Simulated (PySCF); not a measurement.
C5H5F3N2.
Geometry (GFN2-xTB, Å), atoms numbered from 1 in this order:
```xyz
15
C5H5F3N2 angstrom
C      2.9558    0.6479    0.3265
C      1.7768    0.0357    0.2652
C      1.0596   -0.1596   -0.9740
N     -0.0812   -0.7020   -1.0844
N     -0.8444   -1.3706   -0.3496
C     -1.9219   -1.0706    0.2513
C     -2.4148    0.3415    0.4236
F     -3.5981    0.3817    1.0466
F     -1.5643    1.0954    1.1563
F     -2.5619    0.9943   -0.7446
H      3.4387    1.0288   -0.5582
H      3.4741    0.7902    1.2584
H      1.2962   -0.3413    1.1589
H      1.5035    0.1937   -1.8950
H     -2.5225   -1.8570    0.6746
```

Level of theory: TDDFT wB97X-D/def2-SVPD, vertical, gas phase, core orbitals frozen in the response (PySCF).

Task: What does the calculation give for the low-lying excited states?

Result: 

| state | E (eV) | E (kJ/mol) | λ (nm) | f | \|μ\| (D) | main configurations (H = HOMO, L = LUMO) |
| --- | --- | --- | --- | --- | --- | --- |
| S1 | 4.44 | 428 | 279.3 | 0.030 | 1.34 | H→L+1 (54%), H→L (30%) |
| S2 | 4.70 | 454 | 263.7 | 0.0035 | 0.44 | H-1→L (82%), H→L+1 (10%) |
| S3 | 5.48 | 529 | 226.2 | 0.719 | 5.88 | H→L (66%), H→L+1 (24%) |
| S4 | 6.01 | 580 | 206.3 | 0.312 | 3.70 | H-1→L+1 (84%) |
| S5 | 7.17 | 692 | 172.8 | 0.044 | 1.28 | H-2→L (78%) |
| S6 | 7.37 | 711 | 168.3 | 0.017 | 0.79 | H→L+2 (80%) |
| S7 | 7.56 | 729 | 164.1 | 0.012 | 0.65 | H-2→L+1 (42%), H-3→L (17%), H→L+5 (13%) |
| S8 | 7.63 | 737 | 162.4 | 0.0022 | 0.28 | H-3→L (45%), H-2→L+1 (20%) |

Triplets (Tamm–Dancoff): T1 3.11 eV, H→L (88%); T2 3.57 eV, H-1→L+1 (52%), H-1→L (27%), H→L+1 (12%); T3 3.98 eV, H→L+1 (69%), H-1→L (13%).

The lowest singlet lies at 4.44 eV (279 nm, ultraviolet) and is of moderate strength; its leading configuration is HOMO→LUMO+1 (54%). The strongest level in the table is S3 at 5.48 eV (226 nm, f = 0.719). Löwdin shares by element: HOMO nitrogen 43%, carbon 31% or more (atoms not listed hold the other 26%); LUMO carbon 52% or more, nitrogen 21% or more (atoms not listed hold the other 28%). Weighted by f, the mean energy of these states is 5.72 eV. Orbital energies (eV): HOMO-3 -12.77, HOMO-2 -11.25, HOMO-1 -9.44, HOMO -8.90, LUMO 0.04, LUMO+1 0.66, LUMO+2 2.40. The listed states span 3.20 eV, and the widest gap between neighbours is 1.17 eV (S4 to S5). No computed singlet lies in the visible range (380 to 750 nm); the lowest, at 279 nm, stands 1.18 eV above its violet end (3.26 eV); a Tamm–Dancoff triplet lies at 399 nm, without intensity as long as spin–orbit coupling is left out. Only the lowest 8 singlets were computed, as vertical energies without vibronic structure.

One conformer stands for the species.
